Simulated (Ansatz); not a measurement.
**CCSD(T) forces**

GeAsH5 (SMILES [GeH3][AsH2]), closed shell, displaced at random from a GFN2-xTB minimum.

```tsv
atom	x (Å)	y (Å)	z (Å)
Ge1	-0.3529	-0.5739	-0.4808
As2	0.6414	1.4453	0.1237
H3	-0.5893	-1.5525	0.6686
H4	-1.7716	-0.3209	-1.0213
H5	0.3285	-1.3548	-1.5381
H6	-0.1388	1.5723	1.4534
H7	1.6405	0.7732	0.8349
```

Ansatz 0.2.0; basis: def2-TZVPP; cores frozen in the correlated methods. Filled d shells of the heavier atoms are correlated. The def2 sets are not built for correlating such inner shells, so the correlated values are less sure here.

CCSD(T) forces from the calculation:
| atom | Fx | Fy | Fz (eV/Å) |
| --- | --- | --- | --- |
| Ge1 | -1.607 | -0.756 | 0.331 |
| As2 | -1.589 | 2.113 | -0.519 |
| H3 | 0.150 | 0.015 | 0.223 |
| H4 | 0.082 | 0.183 | -0.022 |
| H5 | 0.718 | -0.259 | -0.700 |
| H6 | -0.003 | -0.028 | -0.566 |
| H7 | 2.247 | -1.268 | 1.253 |

Root-mean-square difference of the force components from those of CCSD(T): PBE0-D4 0.075; wB97M-V 0.019; r2SCAN-D4 0.051; PBE-D4 0.197; BLYP-D4 0.212; HSE06-D4 0.078 eV/Å.

T1 diagnostic: at most 0.012. These are differences at one structure, and CCSD(T) in triple zeta is itself an approximation.

For scale, one of the runs: CCSD(T)/def2-TZVPP forces, 166 basis functions (an equivalent command: `ansatz run in.yaml --threads 4`). Time: 2.6 min of wall clock on 4 CPU threads; the host was shared. Peak host memory: 2.3 GiB.
